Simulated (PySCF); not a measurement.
# A survey of 31P NMR shifts

[PySCF 2.14.0 with density-fitted response routines: coordinates at the GFN2-xTB level; shielding tensors at PBE0/pcSseg-1 (GIAO); non-relativistic Hamiltonian; one computed conformer; one averaged value for each set of equivalent atoms; gas phase]

Shieldings were converted by a linear fit to measured shifts: 31P (scatter 18.1 ppm rms vs H3PO4, solution or neat liquid). Occasional misses reach two or three times the rms, and more in compound classes unlike the fitted ones.

**Question.** Give the 31P shifts of `C[Si@@H](P)[C@@H]([SiH3])[SiH2]F`, `CC[Si@@H](F)[Si@H]([SiH3])P`, `C[Si@@H](P)[C@H]([SiH3])[SiH2]F`, `FC[SiH2][SiH2]C[SiH2]P`, `F[Si@]([SiH3])(P)CC[SiH3]`, `CC[Si@@H](F)[Si@@H]([SiH3])P`.

**Answer.** 
| compound | environment | δ (ppm) |
| --- | --- | --- |
| C[Si@@H](P)[C@@H]([SiH3])[SiH2]F | phosphorus bonded to Si, 2 H | -236.5 |
| CC[Si@@H](F)[Si@H]([SiH3])P | phosphorus bonded to Si, 2 H | -248.1 |
| C[Si@@H](P)[C@H]([SiH3])[SiH2]F | phosphorus bonded to Si, 2 H | -234.9 |
| FC[SiH2][SiH2]C[SiH2]P | phosphorus bonded to Si, 2 H | -240.6 |
| F[Si@]([SiH3])(P)CC[SiH3] | phosphorus bonded to Si, 2 H | -223.1 |
| CC[Si@@H](F)[Si@@H]([SiH3])P | phosphorus bonded to Si, 2 H | -249.5 |
